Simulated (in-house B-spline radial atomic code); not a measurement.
Ionisation energies along the 25-electron series, configuration [Ar] 3d7, as differences of self-consistent energies. NIST's values go from ground level to ground level; the uncertainty of those that are theory runs from under 0.1 % in few-electron ions to several per cent in heavy many-electron ones. Computed with an all-electron radial atomic-structure program (B-spline basis): non-relativistic Hartree-Fock, average of the configuration, point nuclei.

This level leaves out relativity, spin-orbit splitting included, which matters for heavy ions.

```tsv
ion	configuration after	ionisation energy (eV)	IE/(q+1)² (eV)	-ε less Coulomb ΔSCF (eV)	tabulated value (eV)	computed minus tabulated (eV)
Gd39+	[Ar] 3d6	2954.9	1.8468	3.1475	2941	14
Tb40+	[Ar] 3d6	3091.9	1.8393	3.1494	3078	14
Dy41+	[Ar] 3d6	3231.9	1.8322	3.1512	3217	15
Ho42+	[Ar] 3d6	3375.0	1.8253	3.153	3359	16
Er43+	[Ar] 3d6	?	?	?	?	?
Tm44+	[Ar] 3d6	3670.2	1.8124	3.1563	3653	17
Yb45+	[Ar] 3d6	?	?	?	?	?
Lu46+	[Ar] 3d6	3977.5	1.8006	3.1595	3960	18
```

(1) Fill in the row of Er43+.

(2) Fill in the row of Yb45+.

## Answers

(1) ionisation energy (eV): 3521.1; IE/(q+1)² (eV): 1.8187; -ε less Coulomb ΔSCF (eV): 3.1547; tabulated value (eV): 3505; computed minus tabulated (eV): 16.

(2) ionisation energy (eV): 3822.4; IE/(q+1)² (eV): 1.8064; -ε less Coulomb ΔSCF (eV): 3.1579; tabulated value (eV): 3805; computed minus tabulated (eV): 17.
